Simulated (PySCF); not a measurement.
PySCF input file for BeClBr, SMILES [Cl][Be][Br], PBE0/pcSseg-2. Geometry optimised at r2SCAN-D4/def2-TZVP.

```python
import numpy as np
from pyscf import gto, scf, dft
from pyscf.prop.nmr import rks as nmr

mol = gto.M(
    atom='''
    Be    0.00000000    0.00000000   -0.67513045
    Cl    0.00000000    0.00000000   -2.47799214
    Br    0.00000000    0.00000000    1.28075395
    ''',
    basis='pcSseg-2',
    charge=0,
    spin=0,
    max_memory=1600,
    verbose=3,
)
mf = dft.RKS(mol, xc='pbe0')
mf.grids.level = 3
mf.conv_tol = 1e-10
mf.max_cycle = 100
mf.kernel()
n = nmr.NMR(mf)
n.verbose = 2
n.max_cycle_cphf = 60
sigma = n.kernel()
print('atom   isotropic/ppm   span/ppm')
for i, s in enumerate(sigma):
    w = np.linalg.eigvalsh((s + s.T) / 2)
    print(f'{mol.atom_symbol(i):2s}{i + 1:3d} {w.mean():14.3f} {w[2] - w[0]:11.3f}')
```

Program output:

```
converged SCF energy = -3048.83844359306
atom   isotropic/ppm   span/ppm
Be  1         91.703     116.792
Cl  2        950.485     301.309
Br  3       2752.807     563.256
```

The run converged.
